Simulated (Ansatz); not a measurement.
Cost and result up the ladder for Sn2O4 (6 atoms). Charge 0, multiplicity 1. Geometry: r2SCAN-D4/def2-SVP.

```xyz
6

Sn    0.192   -0.448    1.487
Sn   -0.192    0.448   -1.487
O     1.560    0.270   -0.120
O    -1.560   -0.270    0.120
O     1.020   -1.123   -0.470
O    -1.020    1.123    0.470
```

Ansatz on 4 threads of Arm Neoverse V2 on a shared host. Times are rough, and most runs start from the orbitals of an earlier one. No level here is sound enough to serve as a yardstick. Binding counts from free atoms at the same level (Sn triplet, O triplet; other spins of the atoms weren't run), without zero-point energy or a counterpoise term.

In the def2 sets Sn takes a core potential; there is no spin–orbit coupling. Correlated methods freeze 12 core orbitals; core or outer-core shells of Sn are correlated, in sets that lack core-valence functions. The rows differ in basis, and correlated rows in double-zeta sets carry the largest basis error. The structure holds 2 bonds between oxygen atoms, so isomers without such links may lie far lower. Another isomer (singlet) lies 0.41 eV lower at PBE0-D4/def2-TZVP; other spin states weren't run for this one.

Run but left out: B2PLYP/def2-TZVP (restricted singlet, unstable in another Hartree–Fock run and untested here).

Correlated methods converge slowly with the basis, most of all in double-zeta sets.

```json
{"level": "PBE-D4/def2-TZVP (with forces)", "functions": "224", "wall time": "2.5 s", "binding energy per atom (eV)": "3.44", "remarks": "restricted SCF unstable in HF"}
{"level": "PBE0-D4/def2-TZVP", "functions": "224", "wall time": "3.1 s", "binding energy per atom (eV)": "3.02", "remarks": "restricted SCF unstable in HF"}
{"level": "CAM-B3LYP-D4/def2-TZVP", "functions": "224", "wall time": "3.6 s", "binding energy per atom (eV)": "3.06", "remarks": "restricted SCF unstable in HF"}
{"level": "r2SCAN-D4/def2-TZVP", "functions": "224", "wall time": "4.2 s", "binding energy per atom (eV)": "3.18", "remarks": "restricted SCF unstable in HF"}
{"level": "CCSD(T)/def2-SVP", "functions": "108", "wall time": "11 s", "binding energy per atom (eV)": "2.66", "remarks": "large T1 (0.020), restricted SCF unstable"}
```
